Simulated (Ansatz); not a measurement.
C₂₂H₁₃BN₄OS⁻, that is S-phenylphenoxathiinium tetracyanoborate with one electron more, relaxed as a doublet with UKS PBE-D4/def2-SVP in Ansatz, starting from the PBE-D4/def2-SVP geometry of the neutral singlet. Force threshold 0.03 eV/Å.

Single mean-field runs in def2-SVP are fitted with def2-universal-jkfit.

Start:

```tsv
atom	x (Å)	y (Å)	z (Å)
N1	3.552	-2.392	-5.050
C2	2.832	-2.011	-4.208
B3	1.859	-1.496	-3.069
C4	2.524	-0.368	-2.144
N5	2.882	0.463	-1.395
C6	1.400	-2.667	-2.074
N7	0.994	-3.412	-1.262
C8	0.512	-0.848	-3.642
N9	-0.495	-0.319	-3.931
C10	-3.993	-1.791	1.191
C11	-3.706	-0.427	1.373
C12	-2.488	0.105	0.927
C13	-1.578	-0.758	0.299
S14	0.033	-0.197	-0.316
C15	1.062	-0.281	1.140
C16	1.683	-1.510	1.422
C17	2.448	-1.636	2.585
C18	2.592	-0.538	3.452
C19	1.988	0.687	3.158
C20	1.219	0.828	1.991
O21	0.682	2.066	1.769
C22	0.165	2.441	0.563
C23	-0.054	3.819	0.386
C24	-0.572	4.294	-0.822
C25	-0.873	3.409	-1.874
C26	-0.662	2.037	-1.712
C27	-0.157	1.560	-0.489
C28	-1.845	-2.122	0.094
C29	-3.067	-2.634	0.556
H30	-4.952	-2.199	1.544
H31	-4.437	0.231	1.866
H32	-2.261	1.174	1.053
H33	1.557	-2.356	0.728
H34	2.934	-2.595	2.812
H35	3.196	-0.634	4.367
H36	2.104	1.565	3.809
H37	0.207	4.493	1.213
H38	-0.733	5.375	-0.949
H39	-1.267	3.787	-2.828
H40	-0.878	1.328	-2.531
H41	-1.108	-2.772	-0.408
H42	-3.295	-3.700	0.407
```

Question: Estimate the energy that the relaxation releases and the steps that it takes.

Answer: 0.36 eV, in 11 steps; 1.8 min on 2 threads of AMD EPYC 7R13 on a shared host and a share (18 GiB) of an NVIDIA H100 80GB HBM3. No frequencies were taken in this run, so the end may be a saddle point.

Question: Does the start keep its bonding and symmetry?

Answer: By distances, no bond broke or formed. The bond that changes most is S14–C15, from 1.79 to 1.82 Å (atoms count from 1).

Question: Predict the relaxed structure.

Answer: 
```xyz
42

N     3.299   -2.654   -5.332
C     2.676   -2.211   -4.442
B     1.829   -1.608   -3.231
C     2.671   -0.494   -2.450
N     3.262    0.336   -1.867
C     1.428   -2.763   -2.198
N     1.116   -3.574   -1.409
C     0.489   -0.919   -3.771
N    -0.489   -0.372   -4.121
C    -3.922   -1.791    1.306
C    -3.550   -0.467    1.612
C    -2.391    0.099    1.074
C    -1.584   -0.672    0.192
S     0.074   -0.202   -0.280
C     1.244   -0.139    1.114
C     1.915   -1.344    1.442
C     2.473   -1.514    2.709
C     2.342   -0.504    3.691
C     1.668    0.688    3.381
C     1.130    0.871    2.101
O     0.561    2.101    1.844
C     0.125    2.457    0.604
C    -0.143    3.832    0.420
C    -0.600    4.300   -0.815
C    -0.800    3.414   -1.889
C    -0.559    2.044   -1.711
C    -0.105    1.569   -0.470
C    -1.934   -2.020   -0.097
C    -3.101   -2.558    0.447
H    -4.836   -2.226    1.737
H    -4.184    0.140    2.279
H    -2.122    1.141    1.303
H     1.969   -2.144    0.685
H     3.015   -2.444    2.941
H     2.766   -0.646    4.696
H     1.577    1.508    4.110
H     0.024    4.506    1.273
H    -0.797    5.376   -0.943
H    -1.146    3.784   -2.865
H    -0.731    1.327   -2.530
H    -1.277   -2.630   -0.738
H    -3.380   -3.595    0.198
```
Bond lengths: 18 × C–C 1.39 to 1.42 Å; 4 × C–N 1.17 Å; 4 × B–C 1.60 Å; 3 × C–S 1.79 to 1.82 Å; 2 × C–O 1.36 to 1.38 Å; 13 × C–H 1.10 Å.
